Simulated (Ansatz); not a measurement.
Coupled-cluster diagnostics for Te₂Pt (the lowest singlet isomer of a short search), Ansatz.

Geometry of the singlet (PBE0-D4/def2-TZVP):

```xyz
3

Pt   -0.441   -1.209    0.653
Te   -0.360    0.200   -1.469
Te    0.801    1.010    0.816
```

In the def2 sets Pt, Te take a core potential; there is no spin–orbit coupling. Correlated methods freeze 8 core orbitals; core or outer-core shells of Pt, Te are correlated, in sets that lack core-valence functions. At PBE0-D4/def2-TZVP a triplet of charge 0 lies 0.31 eV below the restricted singlet, each at its own geometry. The structure comes from a short search, and lower isomers may exist.

(1) Estimate the CCSD(T) correlation energy, the shares of MP2 and (T), T1 and the reference's ⟨S²⟩ for: charge 0, singlet, own geometry in def2-TZVPP; and the rough time on 2 threads of Arm Neoverse V2 on a shared host.

Results:

(1) 
| state | basis | correlation (eV) | MP2 share (%) | (T) share (%) | T1 | ⟨S²⟩ (pure) | wall time | remarks |
| --- | --- | --- | --- | --- | --- | --- | --- | --- |
| charge 0, singlet, own geometry | def2-TZVPP | -40.310 | 104.2 | 3.7 | 0.019 | 0.00 (0.00) | 78 s | restricted SCF unstable |
Customary marks for T1 are 0.02 (closed shells), 0.045 (open shells) and about 0.05 (3d metals). T1 stays under 0.02 throughout.
